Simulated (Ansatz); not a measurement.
The cation of `[GeH3][SiH2][SiH2][SiH2][GeH3]` at the neutral geometry.

```yaml
crystal:
  periodic: [false, false, false]
  atoms:
    - {symbol: Ge, position_ang: [0.501088, 1.834191, -1.854238]}
    - {symbol: Si, position_ang: [1.728622, 0.947438, -0.017752]}
    - {symbol: Si, position_ang: [1.343259, -1.351957, 0.150360]}
    - {symbol: Si, position_ang: [-0.965834, -1.711076, 0.099245]}
    - {symbol: Ge, position_ang: [-2.034015, -0.294422, 1.685941]}
    - {symbol: H, position_ang: [0.768682, 3.338219, -2.031375]}
    - {symbol: H, position_ang: [0.891006, 1.112497, -3.155518]}
    - {symbol: H, position_ang: [-1.006697, 1.631659, -1.626954]}
    - {symbol: H, position_ang: [1.266659, 1.610014, 1.233852]}
    - {symbol: H, position_ang: [3.178386, 1.239889, -0.193802]}
    - {symbol: H, position_ang: [2.004249, -2.054569, -0.985290]}
    - {symbol: H, position_ang: [1.905170, -1.882604, 1.424295]}
    - {symbol: H, position_ang: [-1.297750, -3.133339, 0.391303]}
    - {symbol: H, position_ang: [-1.477360, -1.381346, -1.260392]}
    - {symbol: H, position_ang: [-1.477750, -0.556935, 3.095855]}
    - {symbol: H, position_ang: [-3.553859, -0.528077, 1.709665]}
    - {symbol: H, position_ang: [-1.773855, 1.180409, 1.334796]}
basis:
  gaussian: {orbitals: def2-TZVPP}
total_charge: 1
magnetization: {spin_polarized: true, initial_magnetization: 1}
hamiltonian: {xc: pbe0, dispersion: d4}
```

```sh
$ ansatz run in.yaml --threads 3 --pin off --events-out ev --progress --plain --backend cuda
```

It prints (some lines left out):

```
Functional definition: PBE0
2383 factors; their error is unknown
mean field evaluation 1: about -136830.1177 eV, gradient 1.7e1 eV
mean field evaluation 2: about -136830.5343 eV, gradient 1.6e1 eV
mean field evaluation 4: about -136831.2742 eV, gradient 7.7e-1 eV
mean field evaluation 8: about -136831.2724 eV, gradient 7.9e-2 eV
mean field evaluation 16: about -136831.8590 eV, gradient 1.4e-3 eV
mean field evaluation 32: about -136831.8590 eV, gradient 1.1e-5 eV
mean field -136831.91565803 eV, -5028.4801524290 hartree, gradient 7.0e-6 eV, S^2 0.758569; 14 other end points of the search recorded, 0 dependent functions left out
reference -136831.91570735 eV, -5028.4801542415 hartree; 59, 58 occupied and 331, 332 virtual orbitals, 2383 factors
Total energy: -136832.33280142 eV, -5028.4954821656 hartree
```

It took 46 s on 3 threads of an AMD EPYC 7R13 on a shared host and a share of an NVIDIA H100 80 GB, with 1.1 GiB of host memory at the peak.
